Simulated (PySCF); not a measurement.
Job file and geometry (Å, from GFN2-xTB) of an NMR shielding run on SMILES CCCOCB(C)Cl, C5H12BClO, GIAO PBE0/pcSseg-1 NMR shielding, non-relativistic, gas phase in PySCF; density fitting, a coarse starting grid and PySCF grid level 2 are the driver's defaults:

```
$ OMP_NUM_THREADS=1 python probes_run.py task.json out

{"job": {"kind": "nmr", "xc": "PBE0", "basis": "pcSseg-1"}, "charge": 0, "multiplicity": 1}
C     -3.321200     0.745512     0.261015
C     -1.817400     0.958608     0.152481
C     -1.047110    -0.337072     0.379508
O      0.332220    -0.071829     0.259465
C      1.140018    -1.219277     0.440268
B      2.693704    -0.894366     0.295063
C      3.215771     0.568889     0.058565
Cl     3.779438    -2.203504     0.438419
H     -3.660012     0.024147    -0.479463
H     -3.584160     0.371576     1.248097
H     -3.848685     1.681383     0.095874
H     -1.561651     1.343257    -0.835751
H     -1.485532     1.691392     0.889406
H     -1.268095    -0.739488     1.382102
H     -1.352122    -1.095820    -0.360699
H      0.933318    -1.661100     1.432467
H      0.840491    -1.997230    -0.285595
H      2.497683     1.157865    -0.505634
H      4.184880     0.616977    -0.432002
H      3.323296     1.070758     1.020955
```

Problem. Write the output of this run.

Solution. 
```
coarse grid: 16672 points
cycle   1  E = -757.3609794024  dE =  7.441e-01  |g| = 6.355e-01  |ddm| = 3.718e+00
cycle   2  E = -757.3033421279  dE =  5.764e-02  |g| = 8.551e-01  |ddm| = 1.332e+00
cycle   3  E = -757.4470867307  dE = -1.437e-01  |g| = 1.110e-01  |ddm| = 8.489e-01
cycle   4  E = -757.4492471632  dE = -2.160e-03  |g| = 3.278e-02  |ddm| = 9.647e-02
cycle   5  E = -757.4494722114  dE = -2.250e-04  |g| = 6.186e-03  |ddm| = 2.762e-02
cycle   6  E = -757.4494806314  dE = -8.420e-06  |g| = 1.920e-03  |ddm| = 7.028e-03
final grid: 154672 points
cycle   7  E = -757.5047316664  dE = -4.014e-05  |g| = 1.299e-02  |ddm| = 2.606e-02
cycle   8  E = -757.5047061803  dE =  2.549e-05  |g| = 1.756e-02  |ddm| = 1.973e-02
cycle   9  E = -757.5047664034  dE = -6.022e-05  |g| = 1.728e-03  |ddm| = 1.178e-02
cycle  10  E = -757.5047670012  dE = -5.978e-07  |g| = 2.384e-04  |ddm| = 1.688e-03
cycle  11  E = -757.5047670117  dE = -1.050e-08  |g| = 6.430e-05  |ddm| = 2.549e-04
cycle  12  E = -757.5047670126  dE = -8.524e-10  |g| = 1.829e-05  |ddm| = 7.849e-05
converged SCF energy = -757.5047670126

GIAO shielding tensors (ppm)
atom      isotropic    diamagn.    paramagn.     s11        s22        s33       span
  0 C      175.317     245.578     -70.261    168.066    169.255    188.630     20.565
  1 C      158.989     247.852     -88.863    143.499    162.308    171.160     27.661
  2 C      105.567     247.300    -141.732     66.921     89.584    160.197     93.277
  3 O      296.657     401.405    -104.748    253.957    308.969    327.045     73.088
  4 C      109.524     249.189    -139.665     81.802     87.141    159.629     77.826
  5 B       22.424     188.576    -166.152    -48.304     14.736    100.840    149.143
  6 C      173.493     252.279     -78.786    152.562    177.976    189.942     37.380
  7 Cl     705.438    1146.567    -441.129    415.132    678.223   1022.957    607.825
  8 H       30.919      28.703       2.216     26.548     29.098     37.111     10.564
  9 H       30.923      28.330       2.593     26.560     29.091     37.117     10.557
 10 H       30.491      26.747       3.744     25.918     27.805     37.749     11.831
 11 H       29.982      32.881      -2.898     25.326     30.081     34.540      9.215
 12 H       29.978      32.562      -2.584     25.301     30.060     34.573      9.272
 13 H       28.372      33.111      -4.738     24.593     28.628     31.897      7.303
 14 H       28.392      33.390      -4.997     24.588     28.684     31.906      7.318
 15 H       28.049      31.024      -2.975     23.879     27.271     32.996      9.117
 16 H       28.046      31.495      -3.449     23.761     27.176     33.200      9.439
 17 H       29.778      33.794      -4.016     24.619     30.188     34.528      9.908
 18 H       30.848      27.713       3.135     26.525     29.642     36.378      9.854
 19 H       30.925      29.582       1.343     27.012     29.083     36.681      9.668
```

Size and cost of the density-fitted run: 203 basis functions, 80 s wall time on 1 thread of an Arm Neoverse N1, shared host; peak memory 0.9 GiB.
